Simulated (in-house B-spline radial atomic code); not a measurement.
The numbers below are computed, except where a source is named.
# Making a Troullier-Martins s channel for K, r_c = 0.94 bohr

K, [Ar] 4s1, non-relativistic LDA (VWN5), spherical and spin-unpolarised, from an all-electron radial atomic-structure program (B-spline basis) (atomic units). The all-electron 3s level is ε = -1.281897 hartree, its outermost node lies just inside 0.50 bohr and its outer maximum at 1.08 bohr.

Inside r_c the pseudo-orbital is u(r) = r^1 exp(p(r)), with p = c0 + c2 r² + c4 r⁴ + … + c12 r¹². The seven coefficients follow from p and its first four derivatives at r_c, from zero curvature of the screened potential at the origin, c4 = −c2²/(2l + 5), and from the norm inside r_c. At r_c the all-electron orbital has P = 0.9379221, P' = 0.6143404, the screened potential V = -4.084212, V' = 8.757892, V'' = -24.51921, and the norm inside is Q = 0.2395502.

Task: What are p, p' and p'' at r_c?

Result: p = ln(P/r_c^1) = ln(0.9379221/0.94) = -0.00221. p' = P'/P − 1/r_c = 0.65500 − 1.06383 = -0.40883. The radial equation gives p'' = 2(V − ε) − 2(1) p'/r_c − p'² = -5.60463 − (-0.86985) − 0.16714 = -4.90192. Differentiating, p''' = 2V' + 2(1)p'/r_c² − 2(1)p''/r_c − 2p'p'' = 23.012, and p'''' = 2V'' − 4(1)p'/r_c³ + 4(1)p''/r_c² − 2(1)p'''/r_c − 2p''² − 2p'p''' = -147.46.

For a trial c2 the five matching conditions are linear in c0, c6, c8, c10 and c12, and c2 is varied until the norm inside r_c equals Q. The root nearest zero gives:

```json
{"n": "0", "c_n": "-0.3621923"}
{"n": "2", "c_n": "0.3840254"}
{"n": "4", "c_n": "-0.0294951"}
{"n": "6", "c_n": "4.640786"}
{"n": "8", "c_n": "-11.47145"}
{"n": "10", "c_n": "9.521037"}
{"n": "12", "c_n": "-2.717666"}
```

Task: Check c4 and p(r_c), and find the screened pseudopotential at the origin.

Result: −c2²/5 = -0.0294951, as listed. The terms c_n r_c^n are -0.36219, 0.33932, -0.02303, 3.20154, -6.99264, 5.12817, -1.29339, which sum to -0.00221. Inverting the radial equation, V_l(r) = ε + 1 p'/r + (p'' + p'²)/2, so V_l(0) = ε + (2l + 3) c2 = -1.281897 + 3 × (0.384025) = -0.1298 hartree, finite where the all-electron potential diverges.

Orbitals and screened potentials:

```csv
r (bohr),P,u,V all-electron,V pseudo
0.094,0.08121,0.06566,-152.2,-0.1225
0.235,-0.4841,0.1672,-43.78,0.1054
0.376,-0.3338,0.2787,-21.1,0.8898
0.517,0.1043,0.4151,-12.39,1.519
0.658,0.5142,0.5948,-8.06,0.05746
0.799,0.7932,0.7979,-5.614,-3.459
0.94,0.9379,0.9379,-4.084,-4.084
```

Logarithmic derivatives P'/P at R = 1.24 bohr, for energies E around ε:

```
E − ε (hartree)  all-electron     pseudo
           -0.5     0.0874197  0.0851639
          -0.25     -0.164387  -0.165047
           -0.1     -0.327671  -0.327787
              0     -0.442277  -0.442277
            0.1     -0.561919  -0.562053
           0.25      -0.75176  -0.752691
            0.5      -1.10006   -1.10456
```

Task: With P(R) = 0.9418837 and a norm of 0.519237 inside R, what slope in energy does norm conservation fix?

Result: d(P'/P)/dE = −2 × (norm inside R)/P(R)² = -1.1706 per hartree·bohr at E = ε, for both atoms, since orbital and norm agree at R. Differences over ±0.1 hartree give -1.1712 (all-electron) and -1.1713 (pseudo), which also hold third-order terms. Half a hartree below ε the two curves differ by -0.0023.
